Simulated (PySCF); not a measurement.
C6H12O, SMILES CC(=O)CC(C)C. Geometry: B3LYP-D3(BJ)/def2-SVP. Other conformers were not sampled.

Problem. Give the equilibrium geometry at B3LYP-D3(BJ)/def2-SVP (PySCF confirms it by a frequency run) as Cartesian coordinates in Å. (An estimate is asked for; the answer gives what the named calculation found.)

Solution. This is not unique; one that fits is 
```xyz
19

C     -2.0953    -1.5071     0.2992
C     -1.1305    -0.3228     0.4033
C     -1.7653     0.9608    -0.1419
C      0.1914    -0.6348    -0.3043
C      1.3279     0.3322    -0.0009
C      2.5431     0.2381    -0.9036
O      1.2740     1.1259     0.9128
H     -1.6625    -2.4235     0.7328
H     -3.0385    -1.2976     0.8285
H     -2.3470    -1.7225    -0.7537
H     -0.8907    -0.1535     1.4666
H     -2.0109     0.8531    -1.2130
H     -2.7007     1.1948     0.3909
H     -1.0890     1.8197    -0.0252
H      0.0522    -0.6966    -1.3996
H      0.5599    -1.6360    -0.0081
H      3.3721     0.8190    -0.4788
H      2.2875     0.6470    -1.8963
H      2.8479    -0.8094    -1.0577
```
